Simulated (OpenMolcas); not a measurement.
O III: the spin-orbit constant, Slater's ratio, worked from levels

```yaml
Program: OpenMolcas 26.06
Basis: ANO-RCC [8s7p4d3f2g]
Scalar_Hamiltonian: DKH2, point nucleus
Active_space: 4 electrons in 8 orbitals (2s 2p 3s 3p)
State_averaging: 2S+1 = 3 even, 3 roots; 2S+1 = 1 even, 11 roots; 2S+1 = 5 odd, 1 root; 2S+1 = 3 odd, 9 roots; 2S+1 = 1 odd, 8 roots
Spin-orbit_coupling: state interaction with AMFI integrals over the reference wave functions, term energies averaged over their components
```

Methods: CASSCF; MS-CASPT2, IPEA 0.25 Eh, imaginary shift 0.1 Eh (closed shells correlated: 1s).

**The spin-orbit constant.** For the Hund term ³P of p2, E(J) = (A/2) J(J+1) + constant and ζ = 2S·A = 2A. From J = 0 to J = 2 the energy changes by 3 A.

```tsv
Source	E(2) - E(0)	A	ζ
CASSCF	318.9	106.3	213
MS-CASPT2	318.6	106.2	212
```

All in cm-1. Both methods take the spin-orbit matrix elements from the reference wave functions, so the second can move ζ only through the term energies and any multistate remixing. Second-order mixing with other terms is absorbed into this ζ.

**Slater's ratio.** With one set of orbitals, p2 has ¹D - ³P = 6 F2 and ¹S - ¹D = 9 F2 (F2 = F²/25), a ratio of 3/2. Term energies are centres of gravity, weighted by 2J + 1.

```
   Source  ¹D - ³P  ¹S - ³P  F2 from the first  Ratio
   CASSCF    22726    39368               3788  0.732
MS-CASPT2    20285    42557               3381  1.098
```

Energies in cm-1. A ratio away from 3/2 shows effects beyond one configuration with one set of orbitals, and in heavier atoms second-order spin-orbit shifts. In CASSCF the valence s occupation is 1.88 in ¹S against 1.96 in ¹D: mixing out of s² acts most on ¹S and pulls it down.

CASPT2 breaks the degeneracy within a term, and the mean is taken; among the terms shown or strongly mixed into the levels shown the widest spread is 41 cm-1 (2s² 2p² ¹D, MS-CASPT2). Active for correlation alone: 3p 3s; no level in the range computed is led by a configuration that fills them, so any true level of that kind is missing. Levels of configurations outside the active space are missing.
